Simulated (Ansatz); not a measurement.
## Molecular dynamics of C2H5BN, charge +1

Input:

```yaml
crystal:
  periodic: [false, false, false]
  atoms:
    - { symbol: C, position_ang: [-1.739423, 0.247189, 1.53017] }
    - { symbol: "N", position_ang: [-0.724455, 0.316014, 1.041614] }
    - { symbol: B, position_ang: [0.608086, 0.377037, 0.139517] }
    - { symbol: C, position_ang: [0.737486, -0.445372, -1.12651] }
    - { symbol: H, position_ang: [-2.688247, 0.324831, 2.105389] }
    - { symbol: H, position_ang: [1.485065, 1.065629, 0.576071] }
    - { symbol: H, position_ang: [1.799299, -0.709874, -1.199615] }
    - { symbol: H, position_ang: [0.40035, 0.154035, -2.059923] }
    - { symbol: H, position_ang: [0.122945, -1.369453, -1.160804] }
total_charge: 1
basis:
  gaussian: { orbitals: def2-SVP }
hamiltonian:
  xc: pbe0
md:
  timestep: 2.5
  n_steps: 40
  ensemble: nve
  temperature: 300.0
  initial_velocities: maxwell_boltzmann
  seed: 659748
scf:
  lower_state_search: "off"
```

Command:

```bash
$ ansatz run input.yaml --threads 1 --pin off --max-ram 2048MiB --backend cpu --events-out ev --progress --plain --runs-dir out
```

It goes on from the last frame of an earlier run, with new velocities.

Output, in part (step lines, the closing report, with atoms numbered from 0):

```
md step     0: t =     0.00 fs  T =   300.0 K  F+E_penalty+E_count = -4304.69945581 eV  E_kin = 0.271446 eV  conserved = -4304.42800981 eV  (14 SCF iters)
md step     1: t =     2.50 fs  T =   252.0 K  F+E_penalty+E_count = -4304.59120139 eV  E_kin = 0.227992 eV  conserved = -4304.36320937 eV  (18 SCF iters)
md step     2: t =     5.00 fs  T =   269.6 K  F+E_penalty+E_count = -4304.66284209 eV  E_kin = 0.243926 eV  conserved = -4304.41891650 eV  (20 SCF iters)
md step     3: t =     7.50 fs  T =   259.9 K  F+E_penalty+E_count = -4304.61951181 eV  E_kin = 0.235186 eV  conserved = -4304.38432598 eV  (20 SCF iters)
md step     4: t =    10.00 fs  T =   327.7 K  F+E_penalty+E_count = -4304.71095418 eV  E_kin = 0.296540 eV  conserved = -4304.41441465 eV  (19 SCF iters)
md step     5: t =    12.50 fs  T =   274.0 K  F+E_penalty+E_count = -4304.65282862 eV  E_kin = 0.247959 eV  conserved = -4304.40486998 eV  (20 SCF iters)
md step     6: t =    15.00 fs  T =   237.7 K  F+E_penalty+E_count = -4304.59151290 eV  E_kin = 0.215065 eV  conserved = -4304.37644826 eV  (19 SCF iters)
md step     7: t =    17.50 fs  T =   299.1 K  F+E_penalty+E_count = -4304.67996441 eV  E_kin = 0.270613 eV  conserved = -4304.40935153 eV  (20 SCF iters)
md step     8: t =    20.00 fs  T =   312.2 K  F+E_penalty+E_count = -4304.60188210 eV  E_kin = 0.282473 eV  conserved = -4304.31940897 eV  (20 SCF iters)
md step     9: t =    22.50 fs  T =   403.7 K  F+E_penalty+E_count = -4304.73053853 eV  E_kin = 0.365249 eV  conserved = -4304.36528942 eV  (20 SCF iters)
md step    10: t =    25.00 fs  T =   369.7 K  F+E_penalty+E_count = -4304.69907870 eV  E_kin = 0.334473 eV  conserved = -4304.36460619 eV  (20 SCF iters)
md step    11: t =    27.50 fs  T =   270.8 K  F+E_penalty+E_count = -4304.58384413 eV  E_kin = 0.245055 eV  conserved = -4304.33878890 eV  (19 SCF iters)
md step    12: t =    30.00 fs  T =   299.6 K  F+E_penalty+E_count = -4304.67395260 eV  E_kin = 0.271069 eV  conserved = -4304.40288395 eV  (20 SCF iters)
md step    13: t =    32.50 fs  T =   214.2 K  F+E_penalty+E_count = -4304.55205165 eV  E_kin = 0.193836 eV  conserved = -4304.35821603 eV  (19 SCF iters)
md step    14: t =    35.00 fs  T =   286.0 K  F+E_penalty+E_count = -4304.68865037 eV  E_kin = 0.258739 eV  conserved = -4304.42991102 eV  (19 SCF iters)
md step    15: t =    37.50 fs  T =   209.6 K  F+E_penalty+E_count = -4304.50725282 eV  E_kin = 0.189650 eV  conserved = -4304.31760273 eV  (20 SCF iters)
md step    16: t =    40.00 fs  T =   251.7 K  F+E_penalty+E_count = -4304.55372815 eV  E_kin = 0.227704 eV  conserved = -4304.32602380 eV  (19 SCF iters)
md step    17: t =    42.50 fs  T =   274.2 K  F+E_penalty+E_count = -4304.58120132 eV  E_kin = 0.248134 eV  conserved = -4304.33306743 eV  (20 SCF iters)
md step    18: t =    45.00 fs  T =   358.6 K  F+E_penalty+E_count = -4304.64835558 eV  E_kin = 0.324425 eV  conserved = -4304.32393061 eV  (20 SCF iters)
md step    19: t =    47.50 fs  T =   292.2 K  F+E_penalty+E_count = -4304.53983540 eV  E_kin = 0.264356 eV  conserved = -4304.27547897 eV  (21 SCF iters)
md step    20: t =    50.00 fs  T =   321.2 K  F+E_penalty+E_count = -4304.58256906 eV  E_kin = 0.290585 eV  conserved = -4304.29198369 eV  (20 SCF iters)
md step    21: t =    52.50 fs  T =   295.6 K  F+E_penalty+E_count = -4304.56804347 eV  E_kin = 0.267453 eV  conserved = -4304.30059047 eV  (20 SCF iters)
md step    22: t =    55.00 fs  T =   485.2 K  F+E_penalty+E_count = -4304.79505019 eV  E_kin = 0.438993 eV  conserved = -4304.35605671 eV  (21 SCF iters)
md step    23: t =    57.50 fs  T =   440.5 K  F+E_penalty+E_count = -4304.57693385 eV  E_kin = 0.398572 eV  conserved = -4304.17836221 eV  (20 SCF iters)
md step    24: t =    60.00 fs  T =   439.8 K  F+E_penalty+E_count = -4304.61857869 eV  E_kin = 0.397904 eV  conserved = -4304.22067461 eV  (20 SCF iters)
md step    25: t =    62.50 fs  T =   166.5 K  F+E_penalty+E_count = -4304.26566279 eV  E_kin = 0.150656 eV  conserved = -4304.11500638 eV  (20 SCF iters)
md step    26: t =    65.00 fs  T =   333.9 K  F+E_penalty+E_count = -4304.59772159 eV  E_kin = 0.302100 eV  conserved = -4304.29562115 eV  (20 SCF iters)
md step    27: t =    67.50 fs  T =   246.3 K  F+E_penalty+E_count = -4304.21173459 eV  E_kin = 0.222843 eV  conserved = -4303.98889180 eV  (20 SCF iters)
md step    28: t =    70.00 fs  T =   507.3 K  F+E_penalty+E_count = -4304.33767924 eV  E_kin = 0.458992 eV  conserved = -4303.87868686 eV  (20 SCF iters)
md step    29: t =    72.50 fs  T =   293.7 K  F+E_penalty+E_count = -4304.14151159 eV  E_kin = 0.265710 eV  conserved = -4303.87580110 eV  (20 SCF iters)
md step    30: t =    75.00 fs  T =   682.3 K  F+E_penalty+E_count = -4304.61607515 eV  E_kin = 0.617330 eV  conserved = -4303.99874498 eV  (20 SCF iters)
md step    31: t =    77.50 fs  T =   658.7 K  F+E_penalty+E_count = -4303.71832356 eV  E_kin = 0.595997 eV  conserved = -4303.12232643 eV  (21 SCF iters)
md step    32: t =    80.00 fs  T =  2041.9 K  F+E_penalty+E_count = -4303.63889224 eV  E_kin = 1.847530 eV  conserved = -4301.79136189 eV  (23 SCF iters)
md step    33: t =    82.50 fs  T =   589.5 K  F+E_penalty+E_count = -4302.29536261 eV  E_kin = 0.533396 eV  conserved = -4301.76196675 eV  (20 SCF iters)
md step    34: t =    85.00 fs  T =   385.7 K  F+E_penalty+E_count = -4302.14452966 eV  E_kin = 0.348994 eV  conserved = -4301.79553548 eV  (19 SCF iters)
md step    35: t =    87.50 fs  T =  1225.4 K  F+E_penalty+E_count = -4302.87277929 eV  E_kin = 1.108742 eV  conserved = -4301.76403764 eV  (21 SCF iters)
md step    36: t =    90.00 fs  T =  2395.2 K  F+E_penalty+E_count = -4304.56127155 eV  E_kin = 2.167224 eV  conserved = -4302.39404786 eV  (24 SCF iters)
md step    37: t =    92.50 fs  T = 19309.7 K  F+E_penalty+E_count = -4295.81510926 eV  E_kin = 17.471783 eV  conserved = -4278.34332594 eV  (23 SCF iters)
md step    38: t =    95.00 fs  T = 99950.2 K  F+E_penalty+E_count = -4298.62385647 eV  E_kin = 90.436957 eV  conserved = -4208.18689987 eV  (55 SCF iters)
md step    39: t =    97.50 fs  T = 98771.3 K  F+E_penalty+E_count = -4297.90690637 eV  E_kin = 89.370232 eV  conserved = -4208.53667414 eV  (28 SCF iters)
md step    40: t =   100.00 fs  T = 98000.6 K  F+E_penalty+E_count = -4297.14208355 eV  E_kin = 88.672883 eV  conserved = -4208.46920069 eV  (24 SCF iters)
Total energy: -4297.14212073 eV, -157.9170602291 hartree
Atom 0 at    -1.668413     0.290134     1.608564 Å, force    -1.427928    -0.318306     0.559314 eV/Å
Atom 1 at    -0.763144     0.270151     0.886518 Å, force     0.062219     0.872097     0.703457 eV/Å
Atom 2 at     0.572324     0.332133     0.125763 Å, force    -0.832978    -3.612169    -0.374661 eV/Å
Atom 3 at     0.755140    -1.098333    -0.675495 Å, force    -0.586414     4.660554    -2.910660 eV/Å
Atom 4 at    -2.624076     0.249408     2.283950 Å, force     2.058559     0.113394    -1.394963 eV/Å
Atom 5 at     1.264665     1.307016     0.335995 Å, force    -0.173830    -0.378307    -0.107323 eV/Å
Atom 6 at     1.703065    -0.987670    -1.318030 Å, force    -0.798339    -1.046492     1.150110 eV/Å
Atom 7 at     0.780085     8.619923    -5.593037 Å, force     0.002851     0.004098    -0.005301 eV/Å
Atom 8 at    -0.139692    -1.335901    -1.453337 Å, force     1.695860    -0.294870     2.380028 eV/Å
Dipole moment:    -0.475394     1.970407    -0.806619 e Å
```

The run went to its last step. The conserved energy changed by up to 11000 meV per atom, so the integration failed: the time step of 2.5 fs is too long for the fastest motions that this run met, and the later frames carry no physical meaning.

Parted: C4–H8 1.16 → 10.89 Å. It ends as C2H4BN + H (total charge +1). Pairs count as bonded within 1.25 times the sum of covalent radii (0.12 Å more for H–H).

Last frame:

```xyz
9
Properties=species:S:1:pos:R:3
C -1.668 0.290 1.609
N -0.763 0.270 0.886
B 0.572 0.332 0.126
C 0.755 -1.098 -0.675
H -2.624 0.249 2.284
H 1.265 1.307 0.336
H 1.703 -0.988 -1.318
H 0.780 8.620 -5.593
H -0.140 -1.336 -1.453
```

Run time: 79 s on 1 thread of Arm Neoverse V2 (shared host), peak memory 0.12 GiB.
